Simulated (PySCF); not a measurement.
C2H2Cl, multiplicity 2. Atoms are numbered in the order given.

```xyz
5

C      0.2431    -1.6952     0.0000
C     -0.5178    -0.6453     0.0000
Cl     0.1159     0.9825     0.0000
H      1.2787    -1.9889     0.0000
H     -1.6008    -0.6713     0.0000
```
Charge 0, spin multiplicity 2.

Coordinates come from a PBE0-D3(BJ)/def2-TZVP optimisation. The isomer is the one that the SMILES or the coordinates give; other isomers of the formula were not compared.

All values below come from TDA-PBE0/def2-SVPD run with PySCF.

Vertical excitations. 

| state | energy (eV) | λ (nm) | f | main pairs |
|---|---|---|---|---|
| root 1 | 2.62 | 474 | 0.001 | β HOMO→LUMO 96 % |
| root 2 | 4.50 | 275 | 0.000 | α HOMO−1→LUMO 44 %, β HOMO→LUMO+1 45 % |
| root 3 | 4.68 | 265 | 0.002 | β HOMO−1→LUMO 95 % |
| root 4 | 5.10 | 243 | 0.002 | α HOMO→LUMO 96 % |
| root 5 | 5.98 | 207 | 0.000 | β HOMO−2→LUMO 88 % |
| root 6 | 6.78 | 183 | 0.022 | α HOMO→LUMO+1 50 %, α HOMO−1→LUMO 24 %, β HOMO→LUMO+1 19 % |
| root 7 | 6.87 | 180 | 0.000 | α HOMO−1→LUMO+1 39 %, β HOMO→LUMO+2 39 %, β HOMO−2→LUMO 7 % |
| root 8 | 7.09 | 175 | 0.000 | α HOMO−2→LUMO 91 %, β HOMO−1→LUMO+1 8 % |
| root 9 | 7.28 | 170 | 0.000 | α HOMO−1→LUMO+1 49 %, β HOMO→LUMO+2 46 % |
| root 10 | 7.31 | 170 | 0.063 | α HOMO→LUMO+1 34 %, α HOMO−1→LUMO 15 %, α HOMO→LUMO+2 6 %, β HOMO−3→LUMO 23 %, β HOMO→LUMO+1 13 % |
Unrestricted roots are not spin-pure.
